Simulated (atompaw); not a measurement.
**Before and after: PAW (atompaw) potential for Cl**

atompaw 4.2.0.5 input, output lines left out:

```
Cl 17
GGA-PBE scalarrelativistic loggrid 1500 logderivrange -4 5 226
3 3 0 0 0 0
3 0 1
0 0 0
c
c
v
c
v
2
1.50 1.20 1.45 1.30
y
-0.9
n
y
0.6
n
y
0.45
y
1.45
n
custom polynom vanderbiltortho gaussian
3 1 ultrasoft
1.50
1.50
1.50
1.45
1.50
1.50
```

Change: all radii scaled by about 1.25 (s 1.88, p 1.88, d 1.88 bohr); local potential ultrasoft scheme with l = 3 at 1 Ry, radius 1.82 bohr; augmentation gaussian compensation charge, radius 1.50 bohr; PAW radius 1.88 bohr; waves and projectors: custom polynom vanderbiltortho; core correction smooth core density matched at 1.62 bohr.

Cutoffs: the cutoffs (Ry, on a coarse ladder) from which the occupation-weighted sum of valence levels, in a spherical-Bessel basis at the reference potential, stays within 10 and 1 mRy of its value at 400 Ry; they do not see the model core or the augmentation charge, which bear on the density cutoff.

What does the change do?

The potential gets softer (18 Ry and 35 Ry → 15 Ry and 21 Ry); neither file shows a bound ghost. A larger radius leaves more room for a smooth pseudo-wave, so fewer plane waves are needed.

| quantity | base | changed |
| --- | --- | --- |
| cutoff, loose | 18 Ry | 15 Ry |
| cutoff, tight | 35 Ry | 21 Ry |
| loose cutoff by channel (10 mRy a level) | s 18 Ry, p 15 Ry | s 8 Ry, p 12 Ry |
| bound ghosts | none | none |
| lowest overlap eigenvalue by channel | s 0.22, p 0.87, d 0.98 | s 0.32, p 0.80, d 0.96 |

 The cutoffs see the waves, projectors and local potential, not the compensation charge or the core.
